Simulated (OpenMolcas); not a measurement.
Ag2+ (d9) among equal point charges was computed by CASSCF with the d shell active (OpenMolcas, ANO-RCC-VDZP on the metal). Its lowest spin-free states, and all those of the highest spin:

| 2S+1 | Degeneracy | E (cm-1) |
| --- | --- | --- |
| 2 | 1 | 0.0 |
| 2 | 1 | 5138 |
| 2 | 2 | 15931 |
| 2 | 1 | 20762 |

Is the site octahedral, tetrahedral or cube-like, axial, or of lower symmetry?

The states with 2S+1 = 2 have orbital degeneracies 1, 1, 2, 1. There are pairs but no triples, so the site is axial: not cubic, but with a proper or improper axis of order three or more. The run had Ag2+ among 4 point charges of -2.5 e arranged as a square (D4h), 2.28 Å from the ion.

Point charges carry no covalency, so the field is a model and not that of real ligands. No measured value stands beside these numbers.
